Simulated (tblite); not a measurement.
Species: C4H7GeO (doublet state).
Numbering: `[CH2:1]=[C:2]1[CH2:3][C:4]1[O:5][GeH3:6]` (hydrogens: H7, H8 on C1; H9, H10 on C3; H11, H12, H13 on Ge6)
Bond orders are those of one Lewis drawing.

Computed with GFN2-xTB (tblite), gas phase: L-BFGS steps from a force-field or distance-geometry start until the largest atomic force falls under 0.01 eV/Å.

The end geometry, which sets the zero of energy:
```
atom  x, y, z in Å
C1     -2.1154    0.5431   -0.3463
C2     -1.1463   -0.3624   -0.1234
C3     -0.8093   -1.8240    0.0785
C4      0.1490   -0.7024    0.0785
O5      1.4386   -0.4221    0.2135
Ge6     2.2104    1.1750    0.1492
H7     -3.1441    0.2490   -0.4463
H8     -1.8797    1.5906   -0.4310
H9     -1.0738   -2.3112    1.0140
H10    -0.8468   -2.5042   -0.7690
H11     3.6211    0.7533    0.3655
H12     1.9469    1.7858   -1.1962
H13     1.6450    2.0301    1.2451
```

Problem. These geometries come from the run, each turned onto the end geometry. Order them by energy, lowest first.
A.
```
atom  x, y, z in Å
C1     -2.1412    0.5335   -0.3260
C2     -1.1502   -0.3578   -0.1546
C3     -0.8040   -1.8110    0.0823
C4      0.1585   -0.7041   -0.0801
O5      1.4458   -0.4166    0.0629
Ge6     2.2234    1.1748    0.1580
H7     -3.1716    0.2305   -0.2930
H8     -1.9270    1.5730   -0.5093
H9     -0.9753   -2.2472    1.0635
H10    -0.9367   -2.5303   -0.7206
H11     3.6008    0.7278    0.5086
H12     2.1357    1.8458   -1.1803
H13     1.5375    1.9823    1.2206
```
B.
```
atom  x, y, z in Å
C1     -2.1038    0.4735   -0.7224
C2     -1.1360   -0.3711   -0.3288
C3     -0.8171   -1.7081    0.3058
C4      0.1668   -0.7225   -0.1844
O5      1.4551   -0.4103   -0.1501
Ge6     2.2057    1.1346    0.3129
H7     -3.1436    0.2352   -0.5891
H8     -1.8633    1.4152   -1.1861
H9     -0.9745   -1.8378    1.3748
H10    -0.9845   -2.6242   -0.2522
H11     3.4928    1.0358   -0.4324
H12     1.3192    2.2638   -0.1214
H13     2.3787    1.1165    1.8055
```
C.
```
atom  x, y, z in Å
C1     -2.2361    0.3690   -0.8002
C2     -1.2500   -0.3430   -0.2387
C3     -0.8337   -1.6601    0.3678
C4      0.0542   -0.5023    0.1384
O5      1.3277   -0.2175   -0.1447
Ge6     2.3620    1.1502    0.2864
H7     -3.2061   -0.0464   -0.9906
H8     -2.1118    1.4037   -1.0606
H9     -1.1287   -1.8272    1.3987
H10    -0.7673   -2.5638   -0.2349
H11     3.3669    1.0055   -0.8041
H12     1.5511    2.4065    0.2579
H13     2.8673    0.8260    1.6567
```
D.
```
atom  x, y, z in Å
C1     -2.2142    0.4058   -0.7824
C2     -1.2361   -0.2819   -0.1914
C3     -0.7968   -1.6033    0.4221
C4      0.0446   -0.3835    0.2962
O5      1.2664   -0.2191   -0.2300
Ge6     2.3389    1.0957    0.2419
H7     -3.1229   -0.0903   -1.0986
H8     -2.1039    1.4593   -1.0204
H9     -1.1850   -1.9285    1.3809
H10    -0.6088   -2.4593   -0.2203
H11     3.3843    1.0119   -0.8347
H12     1.4612    2.3276    0.2429
H13     2.7680    0.6664    1.6260
```
E.
```
atom  x, y, z in Å
C1     -2.1658    0.4889   -0.5269
C2     -1.1674   -0.3630   -0.2388
C3     -0.8062   -1.7657    0.2035
C4      0.1436   -0.6786   -0.1062
O5      1.4338   -0.3797   -0.0728
Ge6     2.2475    1.1660    0.2294
H7     -3.1952    0.1888   -0.4524
H8     -1.9586    1.4980   -0.8379
H9     -0.9775   -2.0607    1.2376
H10    -0.9206   -2.5959   -0.4890
H11     3.6477    0.6813    0.0549
H12     1.8055    2.1778   -0.7877
H13     1.9089    1.6433    1.6185
```

Solution. A (0.006 eV), E (0.018 eV), B (0.048 eV), C (0.120 eV), D (0.232 eV).

In the order of the answer:

| step | E above end (eV) | largest force (eV/Å) | rms force component (eV/Å) | rms distance from end (Å) | rms bond change (Å) | bond most changed (Å) |
| --- | --- | --- | --- | --- | --- | --- |
| 126 | 0.006 | 0.04 | 0.013 | 0.120 | 0.001 | Ge6–H11 +0.002 |
| 99 | 0.018 | 0.08 | 0.023 | 0.328 | 0.002 | Ge6–H13 +0.007 |
| 68 | 0.048 | 0.02 | 0.011 | 0.678 | 0.002 | O5–Ge6 +0.004 |
| 15 | 0.120 | 0.29 | 0.114 | 0.854 | 0.006 | C2–C4 +0.013 |
| 10 | 0.232 | 0.40 | 0.158 | 0.873 | 0.012 | C2–C4 +0.020 |

What follows is the cost of the whole relaxation. On one thread of an AMD EPYC, shared host, this took 2.4 s wall.
